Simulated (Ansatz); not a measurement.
Two isomers of C3H9GeN: A = `C=CC[NH][GeH3]`, B = `C[CH](C)[Ge][NH2]`.

Isolated molecules relaxed with PBE0-D4/def2-TZVP in Ansatz; ΔE leaves out vibrations. CCSD(T)/CBS is the MP2 limit (def2-TZVPP, def2-QZVPP) plus CCSD(T) − MP2 in def2-TZVPP, frozen cores. Functionals use def2-TZVPP. B3LYP here is the variant with VWN-RPA as its local correlation; programs differ in this. For Ge outer-core shells are correlated without core-valence functions, which leaves a few kJ/mol of doubt a bond. Scalar relativity is left out up to krypton. One conformer a species, not always the lowest.

Task: Which isomer does CCSD(T)/CBS put lower? Give the gap. (An estimate is asked.)

Result: Ansatz gave: B, by 114.1 kJ/mol.

Task: Give E(B) − E(A) in kJ/mol with B3LYP-D4, PBE0-D4, B3LYP, BLYP-D4, B2PLYP, CCSD(T)/def2-SVP, HF/def2-TZVPP. (Best estimate.)

Result: The calculation gave: B3LYP-D4 -116.9, PBE0-D4 -115.3, B3LYP -109.0, BLYP-D4 -123.6, B2PLYP -107.9, CCSD(T)/def2-SVP -93.8, HF/def2-TZVPP -74.3. None reverses the order clearly.

Task: Does the order hold for the free energy at 298.15 K (harmonic terms from PBE0-D4)? (Best estimate.)

Result: Ansatz gave: Yes: G(B) − G(A) = -94.5 kJ/mol, for one conformer each. Modes under 60 cm⁻¹, often nearly free rotors, make the harmonic entropy too high.

Largest T1 diagnostic: 0.013.

The D4 term adds −7.8 kJ/mol with B3LYP and −4.0 kJ/mol with PBE0; it sums over pairs of atoms, weighted by their polarisabilities, and B3LYP, whose exchange is more repulsive, gets the larger term. From PBE to PBE0 (25 % exact exchange), in def2-TZVPP and without D4, E(B) − E(A) moves by +6.2 kJ/mol.
